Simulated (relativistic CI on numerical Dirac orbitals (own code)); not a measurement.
**Crystal-field levels of Re²⁺, 5d5**

Calculated by Dirac-Coulomb-Breit CI, orbitals from a KLI potential per configuration, a model potential for QED, valence Slater integrals scaled by 0.7, one configuration in a parametric crystal field (own radial code).

Field parameters in Wybourne normalisation: D4h B²₀ = −7Ds, B⁴₀ = 21(Dq − Dt), B⁴₄ = 21√(5/14) Dq. The field is a parameter set, without covalency.

S and J are read from ⟨S²⟩ = S(S + 1) and ⟨J²⟩ = J(J + 1) of each level; they are not fictitious spins.

D4h, 10Dq = 29650, Ds = -1500, Dt = -280 cm⁻¹, the lowest 16 levels:

```
E (cm⁻¹)  Degeneracy  Irrep     S     J
     0.0           2     Γ7  0.55  4.42
    3882           2     Γ6  0.54  4.31
    6179           2     Γ7  0.54  4.36
   20236           2     Γ7  1.48  3.91
   22186           2     Γ7  1.51  3.70
   22201           2     Γ6  1.50  3.71
   23700           2     Γ6  1.48  3.31
   24128           2     Γ6  1.45  3.38
   24167           2     Γ7  1.46  3.27
   25513           2     Γ6  1.50  3.50
   26258           2     Γ7  1.51  3.53
   29108           2     Γ7  0.57  5.09
   30151           2     Γ6  0.66  4.92
   31043           2     Γ7  0.60  4.54
   31667           2     Γ6  1.29  4.01
   31907           2     Γ7  0.91  4.20
```

Principal g values of the ground doublet: 1.47, 1.47, 3.33.

D4h, 10Dq = 29650, Ds = -1090, Dt = -280 cm⁻¹, the lowest 16 levels:

```csv
E (cm⁻¹),Degeneracy,Irrep,S,J
0.0,2,Γ7,0.55,4.42
4084,2,Γ6,0.54,4.31
5407,2,Γ7,0.54,4.35
20665,2,Γ7,1.49,3.90
22404,2,Γ7,1.51,3.70
22790,2,Γ6,1.50,3.63
23786,2,Γ6,1.48,3.36
24932,2,Γ6,1.45,3.54
25147,2,Γ7,1.45,3.32
25384,2,Γ6,1.49,3.43
26034,2,Γ7,1.51,3.53
29226,2,Γ7,0.58,5.10
30118,2,Γ6,1.14,4.35
30809,2,Γ6,1.13,4.36
31020,2,Γ7,1.00,4.10
31328,2,Γ6,1.26,3.87
```

Principal g values of the ground doublet: 1.72, 1.72, 3.00.

D4h, 10Dq = 29650, Ds = -680, Dt = -280 cm⁻¹, the lowest 16 levels:

```
E (cm⁻¹)  Degeneracy  Irrep     S     J
     0.0           2     Γ7  0.55  4.43
    4365           2     Γ6  0.54  4.32
    4790           2     Γ7  0.54  4.34
   21041           2     Γ7  1.49  3.88
   22659           2     Γ7  1.51  3.69
   23098           2     Γ6  1.51  3.59
   23846           2     Γ6  1.48  3.42
   25235           2     Γ6  1.49  3.42
   25856           2     Γ7  1.51  3.56
   26236           2     Γ6  1.43  3.58
   26351           2     Γ7  1.43  3.39
   29307           2     Γ6  1.44  3.79
   29336           2     Γ7  0.63  5.03
   29993           2     Γ6  1.35  3.81
   30311           2     Γ7  1.33  3.64
   30583           2     Γ7  1.33  3.68
```

Principal g values of the ground doublet: 2.02, 2.02, 2.51.

The free-ion ground term has S = 5/2. The field overcomes the spin-pairing energy for D4h, 10Dq = 29650, Ds = -1500, Dt = -280 cm⁻¹; D4h, 10Dq = 29650, Ds = -1090, Dt = -280 cm⁻¹; D4h, 10Dq = 29650, Ds = -680, Dt = -280 cm⁻¹, where the ground state has lower spin; these fields are assumed values.

Levels of this model without a field, named by their leading LS term (the scale mimics covalency, so terms lie below those of the real free ion): ⁶S5/2 0, ⁴G5/2 12859, ⁴G7/2 15329, ⁴G11/2 15886, ⁴G5/2 16194, ⁴P3/2 16234, ⁴G9/2 16370, ⁴P1/2 17937 cm⁻¹.
